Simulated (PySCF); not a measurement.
UHF on Pb²⁺ (lead, charge +2)

Configuration: [Xe] 4f14 5d10 6s1 6p1, high-spin 3P determinant (an excited configuration). All numbers are calculated (PySCF 2.14, a scalar-relativistic core potential, in aug-cc-pVQZ-PP with ECP60MDF).

```json
{
  "Total energy": "-190.831868 hartree",
  "One-electron energy": "-321.2662 hartree",
  "Hartree (Coulomb) energy": "145.0842 hartree",
  "Exchange energy": "-14.6499 hartree",
  "⟨S²⟩": "2.0031",
  "⟨L²⟩": "2.022",
  "Sum of ⟨r⟩": "25.73 bohr",
  "Sum of ⟨r²⟩": "41.37 bohr²",
  "Traceless quadrupole moment −½Σ⟨3z² − r²⟩ along its main axis": "-3.57 e·bohr²"
}
```

| shell | electrons | mean orbital energy (eV) | spread (eV) | rms radius, mean of both spins (bohr) |
| --- | --- | --- | --- | --- |
| 5s α | 1 | -186.60 | 0 | 0.925 |
| 5s β | 1 | -186.07 | 0 | 0.925 |
| 5p α | 3 | -123.50 | 0.184 | 1.05 |
| 5p β | 3 | -123.25 | 0.599 | 1.05 |
| 5d α | 5 | -47.773 | 0.387 | 1.38 |
| 5d β | 5 | -47.183 | 0.765 | 1.38 |
| 6s α | 1 | -33.349 | 0 | 2.36 |
| 6p α | 1 | -22.457 | 0 | 2.91 |

Energies and moments cover only the electrons outside the core potential. Spin-orbit coupling, absent here, splits the open shell strongly.
